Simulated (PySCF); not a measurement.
**Ionisation energy of Zn⁺ by level of theory**

Zn⁺ [Ar] 3d10 4s1 (2S) → Zn²⁺ [Ar] 3d10 (1S), as a difference of total energies. Computed with PySCF 2.14 in pcseg-2 (6s4p3d2f1g, 56 functions), with the non-relativistic Hamiltonian (point nucleus). Correlated levels: valence: [Ar] frozen. The calculations carry no spin-orbit coupling.

| method | ionisation energy (eV) |
| --- | --- |
| UHF | 16.576 |
| MN15 | 17.586 |
| BP86 | 18.468 |
| MP2 (valence) | 17.502 |
| SCS-MP2 (valence) | 17.353 |

Question: How much does correlation contribute at MP2 (valence)?

Answer: 17.502 − (16.576) = 0.926 eV, measured against UHF.

These non-relativistic numbers lack the scalar-relativistic shift.

Errors of the correlated levels include the incompleteness of this basis and the frozen core.

For comparison: 17.964 eV (measured; NIST Atomic Spectra Database, ionization energies).
